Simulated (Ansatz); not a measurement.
Ansatz (a quantum-chemistry and plane-wave program) input:

Ansatz 0.2 input:
```yaml
crystal:
  periodic: [false, false, false]
  atoms:
    - {symbol: Sn, position_ang: [-0.00000000, -0.00000000, -0.28788838]}
    - {symbol: F, position_ang: [0.00000000, 0.00000000, 1.59937991]}
basis:
  gaussian:
    orbitals: def2-TZVPD
hamiltonian:
  xc: {name: LC-wPBE}
total_charge: 1
output: {forces: true}
```

**Question.** What final total energy does it print?

**Answer.** -313.91142 Eh (LC-wPBE/def2-TZVPD). The basis has 96 functions.
